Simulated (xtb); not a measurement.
Te(H)(iPr) (C3H8Te), SMILES CC(C)[TeH]. All values are semi-empirical tight-binding results from xtb (GFN2-xTB unless named), good for trends rather than for accurate numbers. Geometry: GFN2-xTB.

Optimised geometry:

```xyz
12

Te    -0.7300     0.1514     0.3994
H     -1.7175    -0.3152    -0.8340
C      1.0466     0.0346    -0.8729
C      1.2537    -1.3700    -1.4003
C      2.2382     0.5064    -0.0655
H      0.8824     0.7159    -1.7074
H      2.1344    -1.4031    -2.0424
H      1.4036    -2.0709    -0.5812
H      0.3956    -1.6986    -1.9829
H      2.0900     1.5223     0.2953
H      3.1397     0.4914    -0.6777
H      2.4029    -0.1432     0.7924
```

The orbital gap is 4.17 eV and the zero-point energy is 61.8 kcal/mol. The G − E(el) at 298.15 K (modified RRHO) is 42.3 kcal/mol. The static polarisability (D4 model) is 78.3 bohr³ and the solvation energy, GFN2-xTB/ALPB(water) is -1.0 kcal/mol. The solvation energy, GFN2-xTB/ALPB(benzene) is -4.6 kcal/mol.

Problem. Give the atomic charges and the Wiberg bond orders between heavy atoms. (Estimate from the structure and the level; the computed values follow.)

Solution. charges (e) Te1 0.02, H2 0.02, C3 -0.03, C4 -0.10, C5 -0.09, H6 0.01, H7 0.03, H8 0.03, H9 0.03, H10 0.02, H11 0.03, H12 0.02. Bond orders Te1–C3 0.92, C3–C4 1.04, C3–C5 1.04.
